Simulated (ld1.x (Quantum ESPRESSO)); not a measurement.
## Before and after: TM potential for Hf (Z = 72)

Hf, norm-conserving Troullier–Martins (Kleinman–Bylander form), made with ld1.x (Quantum ESPRESSO) 7.5 (PBE, scalar-relativistic). Core [Kr] 4d10 4f14, reference 5s2 5p6 5d2 6s0 6p0 (charge +2). Waves: 5p (bound): rc 1.20 bohr; 5d (bound): rc 2.60 bohr; 5s (bound): rc 1.05 bohr. Local part: the s channel. Core correction: Bessel-smoothed model core, default radius (core density twice the valence density).

All-electron outer shells of the reference configuration (PBE, scalar-relativistic, ld1.x):

| shell | level (eV) | outermost node (bohr) | outermost maximum (bohr) |
| --- | --- | --- | --- |
| 5s | -82.08 | 0.55 | 1.01 |
| 5p | -50.63 | 0.60 | 1.16 |
| 4f | -31.91 | – | 0.45 |
| 6s | -17.50 | 1.36 | 2.68 |
| 5d | -16.70 | 0.67 | 1.65 |
| 6p | -12.02 | 1.62 | 3.36 |

Change: all radii but the core radius scaled by about 1.13 (s 1.18, p 1.36, d 2.92 bohr).

Cutoffs: the cutoffs (Ry, on a coarse ladder) from which the occupation-weighted sum of valence levels, in a spherical-Bessel basis at the reference potential, stays within 10 and 1 mRy of its value at 400 Ry; they do not see the model core or the augmentation charge, which bear on the density cutoff. Errors are all-electron minus pseudo energies relative to the spin-unpolarised reference configuration.

**Question.** What does the change do?

**Answer.** The potential gets neither clearly harder nor softer (100 Ry and 180 Ry → 100 Ry and 180 Ry); of the 7 tests that both files solve, the error grows in 2 and shrinks in 3 by more than 15 % and 0.3 meV (median size 93.9 → 79.8 meV); neither file shows a bound ghost.

```csv
quantity,base,changed
"cutoff, loose",100 Ry,100 Ry
"cutoff, tight",180 Ry,180 Ry
loose cutoff by channel (10 mRy a level),"p 50 Ry, d 18 Ry, s 90 Ry","p 45 Ry, d 18 Ry, s 90 Ry"
bound ghosts,none,none
"error for 5s2 5p6 5d2 6s2 6p0, meV [ΔE -22.16 eV]",+111,+124
"error for 5s2 5p6 5d2 6s1 6p0, meV [ΔE -14.18 eV]",+71,+80
"error for 5s2 5p6 5d1 6s0 6p0, meV [ΔE 21.79 eV]",-34,-20
"error for 5s2 5p6 5d3 6s0 6p0, meV [ΔE -12.17 eV]",-12,-9.6
"error for 5s2 5p6 5d1 6s2 6p0, meV [ΔE -15.66 eV]",+161,+192
"error for 5s2 5p6 5d1 6s2 6p1, meV [ΔE -20.19 eV]",+151,+181
"error for 5s1 5p6 5d2 6s2 6p0, meV [ΔE 50.93 eV]",-94,-78
```
